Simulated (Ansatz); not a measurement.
`C[O][W](=[NH])(=[NH])[O]C` + `C=CN[SiH2]Cl` → `C=CN(C)[SiH2]Cl` + `C[O][W](=[NH])(=[NH])[OH]`  (substitution at a C–O bond)

Gas-phase electronic energies from Ansatz, PBE0-D4/def2-TZVP geometries. CCSD(T)/CBS is the MP2 limit (def2-TZVPP, def2-QZVPP) plus CCSD(T) − MP2 in def2-TZVPP, frozen cores. Functionals use def2-TZVPP. Elements past krypton have def2 core potentials. For W outer-core shells are correlated without core-valence functions, which leaves a few kJ/mol of doubt a bond. One conformer a species, not always the lowest.

(1) Is it downhill or uphill in electronic energy at CCSD(T)/CBS, and by how much? (Best estimate.)

(2) What do these levels give: revPBE-D4, r2SCAN0-D4, PBE-QIDH, BLYP, MP2/def2-SVP, MP2/CBS(def2)? (Best estimate.)

Largest T1 diagnostic among the species: 0.020.

Results:

(1) Computed: Downhill: ΔE = -6.9 kcal/mol.

(2) The calculation gave: revPBE-D4 -6.9, r2SCAN0-D4 -6.4, PBE-QIDH -6.7, BLYP -3.2, MP2/def2-SVP -5.6, MP2/CBS(def2) -8.0 kcal/mol.

The D4 term adds −1.3 kcal/mol with B3LYP and −0.7 kcal/mol with PBE0; it sums over pairs of atoms, weighted by their polarisabilities, and B3LYP, whose exchange is more repulsive, gets the larger term. From BLYP to BHLYP (50 % exact exchange), in def2-TZVPP and without D4, ΔE moves by −1.0 kcal/mol.

B3LYP here is the variant with VWN-RPA as its local correlation; programs differ in this.
